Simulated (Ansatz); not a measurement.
Two isomers of C2H4OSi: A = `C1=C[SiH2]O1`, B = `O=C1C[SiH2]1`.

Gas-phase electronic energies from Ansatz, PBE0-D4/def2-TZVP geometries. CCSD(T)/CBS adds triple-zeta CCSD(T) − MP2 to the extrapolated MP2 energy (def2 sets, frozen cores). Functionals use def2-TZVPP. B3LYP here is the variant with VWN-RPA as its local correlation; programs differ in this.

A:

Z-matrix (Å, degrees):
```
Si
C 1 1.829
C 1 2.140 2 38.6
O 1 1.715 2 78.6 3 -0.0
H 1 1.483 2 120.2 3 108.9
H 1 1.483 2 120.2 3 -108.9
H 2 1.076 1 148.0 3 -180.0
H 3 1.087 1 169.4 2 -180.0
```

B:

Z-matrix (Å, degrees):
```
C
C 1 1.501
Si 1 1.896 2 66.1
H 1 1.089 2 117.5 3 -119.5
H 1 1.092 2 113.2 3 107.0
O 2 1.190 1 137.4 3 171.7
H 3 1.481 1 119.1 2 -105.1
H 3 1.481 1 116.6 2 111.7
```

Which is lower in electronic energy at CCSD(T)/CBS, and by how much? (Best estimate.)

Computed: A, by 38.8 kcal/mol.

Give E(B) − E(A) in kcal/mol with MP2/def2-TZVPP, BLYP-D4, PBE0-D4, CCSD(T)/def2-SVP, B3LYP-D4, B2PLYP, LDA (SPW92). (An estimate is asked.)

The calculation gave: MP2/def2-TZVPP 39.6, BLYP-D4 31.1, PBE0-D4 34.7, CCSD(T)/def2-SVP 31.5, B3LYP-D4 34.7, B2PLYP 36.6, LDA (SPW92) 33.4. None reverses the order clearly.

Does the order hold for the free energy at 298.15 K (harmonic terms from PBE0-D4)? (Best estimate.)

The calculation gave: Yes: G(B) − G(A) = +35.6 kcal/mol.

Largest T1 diagnostic: 0.017.

From BLYP to BHLYP (50 % exact exchange), in def2-TZVPP and without D4, E(B) − E(A) moves by +8.3 kcal/mol. In def2-TZVPP, CCSD(T) changes the Hartree–Fock value by −4.6 kcal/mol (the triples alone add −1.0 kcal/mol) and MP2 by −2.7 kcal/mol.
